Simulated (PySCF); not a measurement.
Bond curve of LaBr

Set-up: basis La x2c-TZVPall, Br x2c-TZVPall; spin-free X2C with a Gaussian nucleus; PySCF 2.14. Energies in eV from La (5d1 6s2) + Br in their ground configurations at the same level. State: triplet, about 0.0 electrons in the 4f shell (Mulliken).

```
R (Å)  r²SCAN     PBE     M06
2.331  -3.704  -3.711  -2.914
2.439  -4.303  -4.280  -3.508
2.547  -4.627  -4.581  -3.830
2.629  -4.740  -4.680  -3.944
2.710  -4.771  -4.702  -3.977
2.791  -4.742  -4.666  -3.951
2.900  -4.636  -4.554  -3.849
3.035  -4.434  -4.349  -3.654
3.198  -4.137  -4.054  -3.367
3.415  -3.713  -3.634  -2.958
```

Problem. Put a parabola through the three lowest points of the r²SCAN curve and estimate Re, k and ωe (reduced mass 50.33 u; 1 eV/Å² = 0.16022 mdyn/Å; ωe = 1302.8·√(k/μ) cm⁻¹).

Solution. Through R = 2.629, 2.71, 2.791 Å the second-order coefficient is 4.57 eV/Å², so Re ≈ 2.711 Å, k ≈ 1.47 mdyn/Å and ωe ≈ 222 cm⁻¹. A polynomial fit of higher order to the unrounded r²SCAN energies gives Re = 2.708 Å, k = 1.47 mdyn/Å, ωe = 223 cm⁻¹; anharmonicity and rounding make the difference.

The higher-order fit for each curve: r²SCAN: Re = 2.708 Å, ωe = 223 cm⁻¹, De = 4.77 eV; PBE: Re = 2.696 Å, ωe = 223 cm⁻¹, De = 4.70 eV; M06: Re = 2.711 Å, ωe = 220 cm⁻¹, De = 3.98 eV.

Spin–orbit coupling is left out, which matters for elements this heavy, above all for dissociation energies. The state is the lowest single determinant that the PBE0 search found; with open d or f shells the true ground state can be another one.
